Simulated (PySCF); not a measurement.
This PySCF input asks for the NMR shieldings of SMILES C(/CC)=C\[Si@@H](C#N)C=O, C₆H₉NOSi; the geometry comes from GFN2-xTB.

```python
import basis_set_exchange as bse
import numpy as np
from pyscf import gto, dft
from pyscf.prop import nmr

atoms = """
C    -2.734810    0.534291    1.290984
C    -1.353058    0.149508    1.819666
C    -0.507846   -0.432014    0.736605
C     0.703598    0.003791    0.400941
Si    1.756685   -0.702756   -0.973780
C     0.741809   -0.876323   -2.536380
N     0.098831   -0.979730   -3.478988
C     3.149455    0.554751   -1.405075
O     3.488079    1.435207   -0.657664
H    -2.643354    1.271459    0.496515
H    -3.247345   -0.338471    0.892524
H    -3.340362    0.957042    2.088970
H    -1.472925   -0.596443    2.611732
H    -0.860213    1.023638    2.249362
H    -0.956721   -1.257383    0.197585
H     1.123553    0.835512    0.956788
H     2.375870   -2.014105   -0.748589
H     3.669996    0.438343   -2.379511
"""
names = dict.fromkeys(["C", "Si", "N", "O", "H"], "pcSseg-1")
basis = {el: gto.basis.parse(bse.get_basis(n, elements=[el], fmt="nwchem")) for el, n in names.items()}
mol = gto.M(atom=atoms, basis=basis, charge=0, verbose=0)
mf = dft.RKS(mol, xc="PBE0")
mf.grids.level = 2
mf.grids.alignment = dft.numint.BLKSIZE   # the property module wants whole blocks of grid points
mf.conv_tol = 1e-9
mf.kernel()

calc = nmr.RKS(mf)   # GIAO
C = mf.mo_coeff
Co = C[:, mf.mo_occ > 0]
resp = mf.gen_response(singlet=True, hermi=2)
def vind(x):   # induced exchange potential for any number of trial vectors
    d = np.einsum("pi,xij,qj->xpq", C, 2 * x.reshape(-1, C.shape[1], Co.shape[1]), Co, optimize=True)
    return np.einsum("xpq,pi,qj->xij", resp(d - d.transpose(0, 2, 1)), C, Co, optimize=True).ravel()
mo1, _ = nmr.rhf.solve_mo1(calc, with_cphf=vind)
sigma = calc.kernel(mo1)
for i, s in enumerate(sigma):   # ppm
    w = np.linalg.eigvalsh((s + s.T) / 2)
    print("%2d %-2s iso %8.1f  s11 %8.1f  s22 %8.1f  s33 %8.1f" % (i, mol.atom_pure_symbol(i), w.mean(), *w))
```

Q: What are the results?

A: 
```
 0 C  iso    171.1  s11    162.1  s22    165.7  s33    185.5
 1 C  iso    149.1  s11    137.1  s22    141.0  s33    169.1
 2 C  iso     14.0  s11   -119.6  s22     10.9  s33    150.8
 3 C  iso     71.6  s11    -30.8  s22     79.8  s33    165.9
 4 Si iso    429.9  s11    383.4  s22    422.0  s33    484.4
 5 C  iso     63.6  s11    -51.3  s22    -44.0  s33    286.2
 6 N  iso    -98.9  s11   -304.9  s22   -287.8  s33    295.8
 7 C  iso    -52.5  s11   -160.0  s22    -90.4  s33     92.8
 8 O  iso   -608.2  s11  -1673.4  s22   -564.6  s33    413.4
 9 H  iso     30.7  s11     27.0  s22     29.2  s33     35.9
10 H  iso     30.5  s11     26.7  s22     28.6  s33     36.2
11 H  iso     30.4  s11     26.1  s22     27.6  s33     37.5
12 H  iso     29.2  s11     25.4  s22     27.9  s33     34.3
13 H  iso     29.5  s11     25.5  s22     29.4  s33     33.5
14 H  iso     24.9  s11     21.0  s22     23.8  s33     29.9
15 H  iso     25.7  s11     23.4  s22     24.9  s33     28.9
16 H  iso     26.9  s11     23.5  s22     25.8  s33     31.3
17 H  iso     19.6  s11     14.7  s22     20.0  s33     24.0
```

These numbers come from an equivalent density-fitted implementation of the same equations, which agrees with the script to about 0.01 ppm for H and up to a few tenths of a ppm for heavy atoms, so last digits may differ.

Q: Turn these shieldings into chemical shifts. δ = σ(ref) − σ, references computed at the same level: ¹³C (186.93 ppm) and ²⁹Si (349.16 ppm) and ¹H (31.72 ppm) vs TMS; ¹⁵N (267.73 ppm) vs NH3; ¹⁷O (336.08 ppm) vs H2O.

A: Averaging equivalent atoms: C 7: 239.4; C 2: 172.9; C 5: 123.3; C 3: 115.3; C 1: 37.8; C 0: 15.8; Si 4: -80.8; N 6: 366.7; O 8: 944.3; H 17: 12.13; H 14: 6.84; H 15: 5.97; H 16: 4.83; H 12: 2.51; H 13: 2.26; H 9/10/11: 1.19 ppm. Unscaled 17O shifts of doubly bonded oxygen tend to come out too high, by tens of ppm or more. Experimental scales use liquid or dissolved standards, which lie at an offset from isolated NH3 (liquid NH3: subtract about 20 ppm) and H2O (liquid H2O: subtract about 36 ppm). Unscaled 15N shifts of sp2 nitrogen come out 20 to 40 ppm too high even then.

Size and cost of the density-fitted run: 205 basis functions, 110 s wall time on 1 thread of an Intel Xeon, shared host; peak memory 0.92 GiB.
